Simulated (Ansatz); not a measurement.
PBE exchange is replaced step by step with exact exchange (0 % is PBE, 25 % PBE0; no dispersion term), basis def2-TZVPD, Ansatz. System: the cluster Pd4⁻. Total charge -1; doublet. Geometry: PBE-D4/def2-SVPD, each spin state at its own.

Geometry of the doublet:

```xyz
4

Pd    0.451    1.166    1.038
Pd   -1.452    0.408   -0.605
Pd   -0.149   -1.454    0.710
Pd    1.149   -0.120   -1.143
```

In the def2 sets Pd takes a core potential; there is no spin–orbit coupling. At PBE-D4/def2-TZVPD, PBE with 5 % exact exchange/def2-TZVPD, PBE with 10 % exact exchange/def2-TZVPD, PBE with 15 % exact exchange/def2-TZVPD and others the charge -1 doublet is spin-contaminated (final ⟨S²⟩ up to 0.90, 0.75 for a pure state). At PBE-D4/def2-TZVPD, PBE with 5 % exact exchange/def2-TZVPD, PBE with 10 % exact exchange/def2-TZVPD, PBE with 15 % exact exchange/def2-TZVPD and others the highest occupied level of the charge -1 doublet lies above zero (up to 0.94 eV). By energy differences its removal costs 1.27 eV (vertical, to the charge 0 triplet, at PBE0-D4/def2-TZVPD). At PBE-D4/def2-TZVPD, PBE with 5 % exact exchange/def2-TZVPD, PBE with 10 % exact exchange/def2-TZVPD, PBE with 15 % exact exchange/def2-TZVPD and others the highest occupied level of the charge -1 quartet lies above zero (up to 0.82 eV). It is a level of α spin, whose loss leaves a triplet; that state wasn't run at this geometry and level. The electron is either unbound and held by the finite basis, or the level is raised by self-interaction error. At PBE-D4/def2-TZVPD the gap within one spin of the charge -1 doublet nearly closes, so an electron or hole may be smeared out by delocalisation error. At PBE-D4/def2-TZVPD the gap within one spin of the charge -1 quartet nearly closes, so an electron or hole may be smeared out by delocalisation error. The structure comes from a short search, and lower isomers may exist.

HOMO and LUMO are taken over both spins.

```tsv
exact exchange (%)	HOMO (eV)	LUMO (eV)	gap (eV)	⟨S²⟩	quartet − doublet (kJ/mol)
0	0.94	1.02	0.08	0.852	43.6
5	0.79	1.23	0.43	0.868	45.4
10	0.65	1.44	0.79	0.880	47.1
15	0.50	1.65	1.15	0.888	48.3
25	0.19	2.06	1.88	0.901	49.2
50	-0.75	2.81	3.56	0.843	47.0
```

(1) Fit a straight line to the column «quartet − doublet (kJ/mol)» against the share of exact exchange and predict its value at 35 %.

Answers

(1) With x = exact exchange (%) and y = quartet − doublet (kJ/mol): mean x = 17.5, mean y = 46.77; Σ(x − x̄)(y − ȳ) = 92, Σ(x − x̄)² = 1638; slope b = 0.05617, intercept a = ȳ − b·x̄ = 45.79. The residuals of the fitted rows reach 2.2. At x = 35 the line gives 45.79 + (0.05617 × 35) = 47.8; the run gave 50.3, 2.5 more than the line.
